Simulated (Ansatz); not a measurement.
C3H8Si, SMILES `C1C[SiH2]C1` (charge 0, multiplicity 1).

The numbers are results of LDA/cc-pVTZ // PBE0-D3(BJ)/def2-TZVP run with Ansatz (a program for electronic structure), not measurements.

Ansatz 0.2 input:
```yaml
crystal:
  periodic: [false, false, false]
  atoms:
    - { symbol: C, position_ang: [-1.04954, -0.017156, -0.234155] }
    - { symbol: C, position_ang: [-0.109808, 1.208097, -0.066047] }
    - { symbol: Si, position_ang: [1.301299, -0.040104, -0.034814] }
    - { symbol: C, position_ang: [-0.170368, -1.14207, 0.377585] }
    - { symbol: H, position_ang: [-2.035278, 0.095089, 0.225903] }
    - { symbol: H, position_ang: [-1.208581, -0.213883, -1.298041] }
    - { symbol: H, position_ang: [-0.180138, 1.980491, -0.830296] }
    - { symbol: H, position_ang: [-0.245138, 1.67203, 0.914435] }
    - { symbol: H, position_ang: [2.431667, 0.111978, 0.925153] }
    - { symbol: H, position_ang: [1.87147, -0.309616, -1.38473] }
    - { symbol: H, position_ang: [-0.286193, -2.135282, -0.053377] }
    - { symbol: H, position_ang: [-0.319392, -1.209575, 1.458385] }
basis:
  gaussian: { orbitals: cc-pVTZ }
hamiltonian:
  xc: lda
```

Output:

```
Functional definition: SPW92
1247 factors; their error is unknown
mean field evaluation 1: about -11040.8079 eV, gradient 8.3e1 eV
mean field evaluation 2: about -10990.2267 eV, gradient 1.5e2 eV
mean field evaluation 4: about -11057.3316 eV, gradient 7.1e0 eV
mean field evaluation 8: about -11057.4713 eV, gradient 3.5e-1 eV
mean field evaluation 16: about -11057.4308 eV, gradient 3.3e-4 eV
mean field -11057.43081194 eV, -406.3530873431 hartree, gradient 4.6e-5 eV, S^2 0.000000; 0 other end points of the search recorded, 0 dependent functions left out
reference -11057.43085057 eV, -406.3530887627 hartree; 20, 20 occupied and 216, 216 virtual orbitals, 1247 factors
Total energy: -11057.43085057 eV, -406.3530887627 hartree
```
